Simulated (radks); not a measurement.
Results of a calculation; reference values are marked as such.
Q: All-electron atom: Br2+ in [Ar] 3d10 4s2 4p3 (the NIST ground configuration). Code: a radial shooting solver on a logarithmic mesh with Libxc functionals. Model: scalar-relativistic Kohn-Sham, PBEsol, spin-unpolarised, spherical densities, point nucleus. Some entries of the table are withheld. Estimate them.

| orbital | occ. | eigenvalue (eV) | <r^2> (bohr^2) |
|---|---|---|---|
| 1s | 2 | -13332.59 | 0.002463 |
| 2s | 2 | (1) | 0.04241 |
| 2p | 6 | -1552.207 | (2) |
| 3s | 2 | -261.7611 | 0.3502 |
| 3p | 6 | -197.3768 | 0.3729 |
| 3d | 10 | -90.7854 | 0.4299 |
| 4s | 2 | -41.8593 | 2.869 |
| 4p | 3 | -28.2439 | (3) |

A: 
(1) 2s eigenvalue (eV): -1756.137
(2) 2p <r^2> (bohr^2): 0.03353
(3) 4p <r^2> (bohr^2): 3.921
